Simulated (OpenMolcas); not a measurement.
neutral platinum: input and output

Input:

```
&GATEWAY
Coord
1

Pt 0.0 0.0 0.0
Basis=ANO-R0
Group=XYZ
NoMove
AngMom=0.0 0.0 0.0
AMFI
&SEWARD
&RASSCF
FileOrb=start.orb
Symmetry=1
Spin=3
nActEl=10 0 0
Inactive=15 19
Ras2=6 0
CIRoot=15 15 1
SDav=15
CIMx=300
Iter=120 100
PrWF=0.3
OrbListing=Nothing
MaxOrb=0
Atom
>>> COPY $Project.JobIph JOB001
&RASSCF
FileOrb=start.orb
Symmetry=1
Spin=1
nActEl=10 0 0
Inactive=15 19
Ras2=6 0
CIRoot=21 21 1
SDav=21
CIMx=300
Iter=120 100
PrWF=0.3
OrbListing=Nothing
MaxOrb=0
Atom
CIOnly
>>> COPY $Project.JobIph JOB002
&RASSI
NrOfJobIphs=2 15 20
1 2 3 4 5 6 7 8 9 10 11 12 13 14 15
1 2 3 4 5 6 7 8 9 10 11 12 13 14 15 16 17 18 19 20
IphNames
JOB001
JOB002
EJob
SpinOrbit
DIPRint=1.0
SOCoupling=1000.0
Subsets=2
MEES
Property=10
'ANGMOM' 1 'ANGMOM' 2 'ANGMOM' 3 'MLTPL  1' 1 'MLTPL  1' 2 'MLTPL  1' 3
'AMFI' 1 'AMFI' 2 'AMFI' 3 'MLTPL  2' 6
SOProperty=3
'ANGMOM' 1 'ANGMOM' 2 'ANGMOM' 3
```

Launched by
```bash
OMP_NUM_THREADS=1 MOLCAS_MEM=2252 MOLCAS_PROJECT=a pymolcas a.inp > a.log  # once for each step of the input, in one work folder
```

A driver script runs the steps one by one and writes start.orb anew before each from the orbitals found so far, so a CI-only block uses the converged orbitals of the first block.

Output, cut to the results:

```
--- SEWARD ---
Basis set label: PT.ANO-R...6S4P3D1F.

      Electronic valence basis set:
      ------------------
      Associated Effective Charge  78.000000 au
      Associated Actual Charge     78.000000 au
      Nuclear Model: Finite nucleus - Gaussian distribution
        Gaussian exponent, Xi/bohr**(-2):  1.43099E+08

      Shell  nPrim  nBasis  Cartesian Spherical Contaminant
         s      26       6        X
         p      20       4        X
         d      15       3                 X
         f      10       1                 X
                  Relativistic X2C integrals
                  Atomic mean-field integrals
--- RASSCF ---
Wave function specifications:
      -----------------------------

      Number of closed shell electrons          68
      Number of electrons in active shells      10
      Max number of holes in RAS1 space          0
      Max nr of electrons in RAS3 space          0
      Number of inactive orbitals               34
      Number of active orbitals                  6
      Number of secondary orbitals               0
      Spin quantum number                      1.0
      State symmetry                             1
Orbital specifications:
      -----------------------

      Symmetry species                           1   2
                                                ag  au
      Frozen orbitals                            0   0
      Inactive orbitals                         15  19
      Active orbitals                            6   0
      RAS1 orbitals                              0   0
      RAS2 orbitals                              6   0
      RAS3 orbitals                              0   0
      Secondary orbitals                         0   0
      Deleted orbitals                           0   0
      Number of basis functions                 21  19
      Number of CSFs                            15
      Number of root(s) required                15
      Iter CI   SX   CI       RASSCF       Energy    max ROT     max BLB   max BLB  Level Ln srch  Step   QN
          iter iter root      energy       change     param      element    value   shift minimum  type update
 Nr of preliminary CI iterations:   1
      Total energies have been shifted. Add               -18000.00 au
        1   1    2    0  -410.32869184    0.00E+00  -3.33E-09    2  21 1  1.81E-07   0.00   0.00    SX    NO
        2   1    1    0  -410.32869184   -1.46E-11   0.00E+00    9  21 1  2.75E-10   0.00   0.00    SX    NO
        3   1    1    0  -410.32869184    2.18E-11   0.00E+00    9  21 1  2.75E-10   0.00   0.00    SX    NO
        4   1    1    0  -410.32869184   -3.27E-11   0.00E+00    9  21 1  2.75E-10   0.00   0.00    SX    NO
      Convergence after  4 iterations
        5   1    1    0  -410.32869184    2.91E-11   0.00E+00    9  21 1  2.75E-10   0.00   0.00    SX    NO
      Natural orbitals and occupation numbers for root  1
      sym 1:   2.000000   2.000000   1.000000   2.000000   2.000000   1.000000
      Natural orbitals and occupation numbers for root  2
      sym 1:   2.000000   2.000000   2.000000   2.000000   1.000000   1.000000
      Natural orbitals and occupation numbers for root  3
      sym 1:   2.000000   1.000000   2.000000   2.000000   2.000000   1.000000
::    RASSCF root number  1 Total energy: -18410.34765862
::    RASSCF root number  2 Total energy: -18410.34765862
::    RASSCF root number  3 Total energy: -18410.34765862
::    RASSCF root number  4 Total energy: -18410.34765862
::    RASSCF root number  5 Total energy: -18410.34765862
::    RASSCF root number  6 Total energy: -18410.33587435
::    RASSCF root number  7 Total energy: -18410.33587435
::    RASSCF root number  8 Total energy: -18410.33587435
::    RASSCF root number  9 Total energy: -18410.33587435
::    RASSCF root number 10 Total energy: -18410.33587435
::    RASSCF root number 11 Total energy: -18410.33587435
::    RASSCF root number 12 Total energy: -18410.33587435
::    RASSCF root number 13 Total energy: -18410.28032134
::    RASSCF root number 14 Total energy: -18410.28032134
::    RASSCF root number 15 Total energy: -18410.28032134
--- RASSCF ---
Wave function specifications:
      -----------------------------

      Number of closed shell electrons          68
      Number of electrons in active shells      10
      Max number of holes in RAS1 space          0
      Max nr of electrons in RAS3 space          0
      Number of inactive orbitals               34
...
--- RASSI ---
SPIN-FREE ENERGIES:
  (Shifted by EMIN (a.u.) =     -18410.3476586159)

 SF State       Relative EMIN(au)   Rel lowest level(eV)    D:o, cm**(-1)      L_eff

     1             0.0000000000        0.0000000000              0.0000         2.0
     2             0.0000000000        0.0000000000              0.0000         2.0
     3             0.0000000000        0.0000000000              0.0000         2.0
     4             0.0000000000        0.0000000000              0.0000         2.0
     5             0.0000000000        0.0000000000              0.0000         2.0
    16             0.0086340579        0.2349446850           1894.9567         2.0
    17             0.0086340579        0.2349446850           1894.9567         2.0
    18             0.0086340579        0.2349446850           1894.9567         2.0
    19             0.0086340579        0.2349446850           1894.9567         2.0
    20             0.0086340579        0.2349446850           1894.9567         2.0
    11             0.0117842619        0.3206661020           2586.3465         3.0
    12             0.0117842619        0.3206661020           2586.3465         3.0
     6             0.0117842619        0.3206661020           2586.3465         3.0
     7             0.0117842619        0.3206661020           2586.3465         3.0
     8             0.0117842619        0.3206661020           2586.3465         3.0
     9             0.0117842619        0.3206661020           2586.3465         3.0
    10             0.0117842619        0.3206661020           2586.3465         3.0
    15             0.0673372769        1.8323406493          14778.8240         1.0
    13             0.0673372769        1.8323406493          14778.8240         1.0
    14             0.0673372769        1.8323406493          14778.8240         1.0
    21             0.0840849490        2.2880680246          18454.5132         2.0
...
```

Levels above the lowest, from the spin-orbit matrix, grouped by J:

```csv
Configuration,Term,J,E (cm-1),Term weight %,Second
5d8 6s2,3F,4,0.0,97,3 1G
5d9 6s,3D,3,252,100,
5d9 6s,1D,2,1254,57,36 3D
5d9 6s,3D,2,7250,47,16 5d8 6s2 3F
5d8 6s2,3F,3,9107,100,
5d9 6s,3D,1,10699,100,
5d8 6s2,3F,2,15066,45,25 5d9 6s 1D
5d8 6s2,3P,2,16537,70,20 3F
5d8 6s2,3P,0,20321,53,47 5d10 1S
5d8 6s2,3P,1,21299,100,
5d8 6s2,1G,4,24044,97,3 3F
5d10,1S,0,26831,53,47 5d8 6s2 3P
5d8 6s2,1D,2,28119,67,17 3P
```

Against the 8 measured excited levels shown (NIST Handbook of Basic Atomic Spectroscopic Data) the mean absolute deviation is 1400 cm-1; the largest miss in energy is 5d8 6s2 3P2 [70 %]: computed 16285, measured 13496 cm-1 (+20.7 %), and the largest in proportion 5d8 6s2 3F4 (-130.6 %). These deviations count from the computed level that pairs with the measured ground level.

Without dynamic correlation excited terms often stand tens of per cent too high (terms of higher spin than the ground term too low), and those without a measured partner can miss by more than the paired ones. Terms from blocks run as CI alone lack orbitals of their own. The lowest computed level is not the ground level that NIST lists (3D3). Configurations are named by rounded mean occupations; where the s occupation lies near a half they are strongly mixed, a name can repeat and a true partner stay unpaired. A single d shell beside an s shell can misplace configurations of different d count against each other. The lowest spin-free term belongs to 5d9 6s, not to the configuration of the lowest level. Computed and measured levels are paired by configuration, term and J; levels that our copy of the source lacks, or whose pairing is in doubt (as where it misses far off the trend of its configuration), stay unpaired and out of the deviations. Levels of configurations outside the active space are missing. The first state left out of the spin-orbit step lies near 46000 cm-1 above the lowest spin-free state of the reference (among the parities and spins computed), and the list stops at four fifths of that energy or lower.

The RASSCF and RASSI steps took 19 s on 1 thread of Intel(R) Xeon(R) Platinum 8488C (Sapphire Rapids) (shared host); the integral step is not counted.

The term weight is that of the spin-free term in the level, not the purity of its configuration. A share in square brackets marks a mixed level and gives the weight of the term that names it.
